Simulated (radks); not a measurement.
Task: The phosphorus anion P3-, [Ar], held by a Watson sphere: a shell of charge +3.48 at radius R that stands for the Madelung well of a crystal (potential energy -3.48/R inside, -3.48/r outside, in hartree with lengths in bohr). All-electron calculation, non-relativistic Kohn-Sham, r2SCAN, spin-polarised, spherical densities, point nucleus; meta-GGA in the generalised Kohn-Sham scheme. Program: a radial shooting solver on a logarithmic mesh with Libxc functionals.

| R (bohr) | e(2p) (eV) | e(3s) (eV) | e(3p) (eV) | <r> 3p (bohr) | sum of <r^2> (bohr^2) | X-ray form factor at sin(theta)/lambda = 0.2 1/angstrom |
|---|---|---|---|---|---|---|
| 2.61 | -126.65 | -19.097 | -10.994 | 2.412 | 52.44 | 10.473 |
| 2.62 | -126.65 | -19.053 | -10.962 | 2.416 | 52.60 | 10.467 |
| 3.16 | -126.26 | -16.956 | -9.328 | 2.629 | 61.36 | 10.239 |
| 3.69 | -125.84 | -15.378 | -7.968 | 2.827 | 70.17 | 10.150 |
| 3.83 | -125.72 | -15.029 | -7.650 | 2.879 | 72.55 | 10.141 |
| 4.34 | -125.30 | -13.960 | -6.629 | 3.061 | 81.48 | 10.142 |
| 4.43 | -125.22 | -13.801 | -6.470 | 3.093 | 83.10 | 10.145 |
| 4.62 | -125.07 | -13.490 | -6.152 | 3.160 | 86.60 | 10.154 |

Estimate the row for R = 3.73 bohr.

Result: e(2p) (eV) -125.81; e(3s) (eV) -15.276; e(3p) (eV) -7.876; <r> 3p (bohr) 2.842; sum of <r^2> (bohr^2) 70.85; X-ray form factor at sin(theta)/lambda = 0.2 1/angstrom 10.147.
